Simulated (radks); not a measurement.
Values are calculated unless marked as measured or tabulated.
O I, 8 electrons, occupied as [He] 2s2 2p4. Level of theory: scalar-relativistic Kohn-Sham, PBE, spin-unpolarised, spherical densities, point nucleus (a radial shooting solver on a logarithmic mesh with Libxc functionals). Some entries of the table are withheld. Estimate them.

orbital  occ.  eigenvalue (hartree)  <r> (bohr)
1s          2             -18.91477      0.1995
2s          2              -0.88057         (1)
2p          4                   (2)       1.266

Answer. 
(1) 2s <r> (bohr): 1.139
(2) 2p eigenvalue (hartree): -0.33187
